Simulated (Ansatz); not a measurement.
Input file for CH7ClOSi2 (`O[SiH2][SiH2]CCl`):

```yaml
crystal:
  periodic: [false, false, false]
  atoms:
    - {symbol: O, position_ang: [-2.133105, -0.025379, 1.920822]}
    - {symbol: Si, position_ang: [-1.484297, 0.174091, 0.411179]}
    - {symbol: Si, position_ang: [0.801815, -0.378788, 0.356474]}
    - {symbol: C, position_ang: [1.598579, 0.384109, -1.179907]}
    - {symbol: Cl, position_ang: [0.662140, -0.104706, -2.623773]}
    - {symbol: H, position_ang: [-2.231034, -0.920378, 2.247319]}
    - {symbol: H, position_ang: [-2.227369, -0.628924, -0.599260]}
    - {symbol: H, position_ang: [-1.642331, 1.617332, 0.098173]}
    - {symbol: H, position_ang: [1.010060, -1.852772, 0.314036]}
    - {symbol: H, position_ang: [1.508299, 0.152850, 1.558424]}
    - {symbol: H, position_ang: [1.587771, 1.473610, -1.140646]}
    - {symbol: H, position_ang: [2.626472, 0.053654, -1.328941]}
basis:
  gaussian: {orbitals: def2-TZVPP}
correlation: {method: ccsd_t}
output: {orbitals: {seedname: orbitals}}
```

```sh
$ ansatz run in.yaml --threads 4 --pin off --events-out ev --progress --plain --max-ram 10444MiB
```

The program prints (abridged):

```
Functional definition: HF
1657 factors; integrals over basis functions are off by at most 1.3e-3 eV
mean field evaluation 1: about -31406.1681 eV, gradient 3.9e1 eV
mean field evaluation 2: about -31406.4844 eV, gradient 3.9e1 eV
mean field evaluation 4: about -31409.9932 eV, gradient 4.1e0 eV
mean field evaluation 8: about -31410.0689 eV, gradient 2.0e-1 eV
mean field -31410.06913007 eV, -1154.2987500205 hartree, gradient 6.2e-6 eV, S^2 0.000000; 0 other end points of the search recorded, 0 dependent functions left out
17 core orbitals not correlated: weight in the atoms' cores, before any rotation towards them, 1.000 or more for the frozen orbitals, at most 0.000 for the correlated occupied ones
reference -31410.06913007 eV, -1154.2987500205 hartree; 16, 16 occupied and 253, 253 virtual orbitals, 1657 factors
second order -23.19872897 eV of doubles, -0.00000000 eV of singles
cycle   1  -24.20461264 eV  change    -1.0e0 eV  update   1.1e-1
cycle   2  -24.83285943 eV  change   -6.3e-1 eV  update   3.2e-2
cycle   3  -24.94859914 eV  change   -1.2e-1 eV  update   1.5e-2
cycle   4  -24.93849860 eV  change    1.0e-2 eV  update   3.7e-3
cycle   5  -24.93698995 eV  change    1.5e-3 eV  update   1.6e-3
cycle   6  -24.93730418 eV  change   -3.1e-4 eV  update   4.7e-4
cycle   7  -24.93706940 eV  change    2.3e-4 eV  update   1.8e-4
cycle   8  -24.93704928 eV  change    2.0e-5 eV  update   6.0e-5
cycle   9  -24.93707239 eV  change   -2.3e-5 eV  update   2.6e-5
perturbative correction -0.96048274 eV, -0.0352970896 hartree
Total energy: -31435.96668520 eV, -1155.2504676177 hartree
```

It took 2.1 min on 4 threads of a server CPU on a shared host, with 8.1 GiB of host memory at the peak.

Correlation energy per correlated electron: -0.809 eV. T1 diagnostic: 0.0114.
